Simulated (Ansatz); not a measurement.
Ru₂Pt, relaxed as a triplet with UKS PBE0-D4/def2-TZVP in Ansatz, starting from the PBE0-D4/def2-TZVP geometry of the neutral singlet. Force threshold 0.02 eV/Å.

In the def2 sets Pt, Ru take a core potential; there is no spin–orbit coupling. The charge 0 triplet is spin-contaminated (final ⟨S²⟩ up to 3.19, 2.00 for a pure state). The relaxation made no stability test and no search for a lower SCF solution. At PBE0-D4/def2-TZVP a quintet of charge 0 lies 0.41 eV below the triplet, each at its own geometry. The structure comes from a short search, and lower isomers may exist.

Start:

```tsv
atom	x (Å)	y (Å)	z (Å)
Pt1	0.152	1.488	0.260
Ru2	-0.229	-0.904	0.875
Ru3	0.077	-0.584	-1.135
```

```
step  energy (eV)  largest force component (eV/Å)  SCF passes
   1   -8408.7786                           2.959         112
   2   -8408.9908                           0.718          55
   3   -8409.0082                           0.180          49
   4   -8409.0096                           0.040          51
   5   -8409.0098                           0.016          53
   6   -8409.0099                           0.002          53
```

Force components are those of the run's own axes.

End:

```csv
atom,x (Å),y (Å),z (Å)
Pt1,0.1513,1.4677,0.2472
Ru2,-0.2406,-0.9150,0.9497
Ru3,0.0893,-0.5527,-1.1969
```

By distances, no bond broke or formed. The bond that changes most is Ru2–Ru3, from 2.06 to 2.20 Å (atoms count from 1).

The force fell under the threshold at step 5, but the optimiser went on. No frequencies were taken in this run, so the end may be a saddle point.

Hardware: 4 threads of Arm Neoverse V2 on a shared host. Wall time 23 s.
